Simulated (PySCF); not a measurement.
**¹⁵N chemical shifts**

Level of theory: GFN2-xTB structure, shielding tensors at PBE0/pcSseg-1 (GIAO), in PySCF 2.14.0 with density-fitted response routines (equivalent nuclei averaged, no solvent, one computed conformer, relativity neglected).

Shieldings were converted by a linear fit to measured shifts: ¹⁵N (scatter 6.3 ppm rms vs CH3NO2, solution or neat liquid). Occasional misses reach two or three times the rms, and more in compound classes unlike the fitted ones.

Give the ¹⁵N shifts of `N#Cc1cpcpc1C#N`, `Cc1n[nH]nc1[Si](C)(C)C`, `Cc1nn([SiH](C)C)nc1C`, `Cc1nnn([SiH](C)C)c1C`, `CC(C)(C)n1ncc([SiH3])n1`, `CC(C)(C)n1nncc1[SiH3]`, `CCc1ncn([SiH](C)C)n1`.

Results:


```
                                                             compound                                    environment  δ (ppm)
            [N:1]#[C:2][c:3]1[cH:4][p:5][cH:6][p:7][c:8]1[C:9]#[N:10]                          N10: nitrile nitrogen    -71.8
            [N:1]#[C:2][c:3]1[cH:4][p:5][cH:6][p:7][c:8]1[C:9]#[N:10]                           N1: nitrile nitrogen    -88.2
  [CH3:1][c:2]1[n:3][nH:4][n:5][c:6]1[Si:7]([CH3:8])([CH3:9])[CH3:10]         N5: pyridine-type nitrogen of an azole    -47.4
  [CH3:1][c:2]1[n:3][nH:4][n:5][c:6]1[Si:7]([CH3:8])([CH3:9])[CH3:10]         N3: pyridine-type nitrogen of an azole    -66.8
  [CH3:1][c:2]1[n:3][nH:4][n:5][c:6]1[Si:7]([CH3:8])([CH3:9])[CH3:10]                 N4: pyrrole-type ring nitrogen   -152.2
  [CH3:1][c:2]1[n:3][n:4]([SiH:5]([CH3:6])[CH3:7])[n:8][c:9]1[CH3:10]  N3/8: pyridine-type nitrogen of an azole (×2)    -49.0
  [CH3:1][c:2]1[n:3][n:4]([SiH:5]([CH3:6])[CH3:7])[n:8][c:9]1[CH3:10]                 N4: pyrrole-type ring nitrogen   -142.0
  [CH3:1][c:2]1[n:3][n:4][n:5]([SiH:6]([CH3:7])[CH3:8])[c:9]1[CH3:10]         N4: pyridine-type nitrogen of an azole    -19.9
  [CH3:1][c:2]1[n:3][n:4][n:5]([SiH:6]([CH3:7])[CH3:8])[c:9]1[CH3:10]         N3: pyridine-type nitrogen of an azole    -28.6
  [CH3:1][c:2]1[n:3][n:4][n:5]([SiH:6]([CH3:7])[CH3:8])[c:9]1[CH3:10]                 N5: pyrrole-type ring nitrogen   -145.6
[CH3:1][C:2]([CH3:3])([CH3:4])[n:5]1[n:6][cH:7][c:8]([SiH3:9])[n:10]1        N10: pyridine-type nitrogen of an azole    -51.5
[CH3:1][C:2]([CH3:3])([CH3:4])[n:5]1[n:6][cH:7][c:8]([SiH3:9])[n:10]1         N6: pyridine-type nitrogen of an azole    -66.8
[CH3:1][C:2]([CH3:3])([CH3:4])[n:5]1[n:6][cH:7][c:8]([SiH3:9])[n:10]1                 N5: pyrrole-type ring nitrogen   -113.3
  [CH3:1][C:2]([CH3:3])([CH3:4])[n:5]1[n:6][n:7][cH:8][c:9]1[SiH3:10]         N6: pyridine-type nitrogen of an azole    -11.7
  [CH3:1][C:2]([CH3:3])([CH3:4])[n:5]1[n:6][n:7][cH:8][c:9]1[SiH3:10]         N7: pyridine-type nitrogen of an azole    -44.0
  [CH3:1][C:2]([CH3:3])([CH3:4])[n:5]1[n:6][n:7][cH:8][c:9]1[SiH3:10]                 N5: pyrrole-type ring nitrogen   -120.5
 [CH3:1][CH2:2][c:3]1[n:4][cH:5][n:6]([SiH:7]([CH3:8])[CH3:9])[n:10]1        N10: pyridine-type nitrogen of an azole    -95.4
 [CH3:1][CH2:2][c:3]1[n:4][cH:5][n:6]([SiH:7]([CH3:8])[CH3:9])[n:10]1         N4: pyridine-type nitrogen of an azole   -125.2
 [CH3:1][CH2:2][c:3]1[n:4][cH:5][n:6]([SiH:7]([CH3:8])[CH3:9])[n:10]1                 N6: pyrrole-type ring nitrogen   -173.1
```
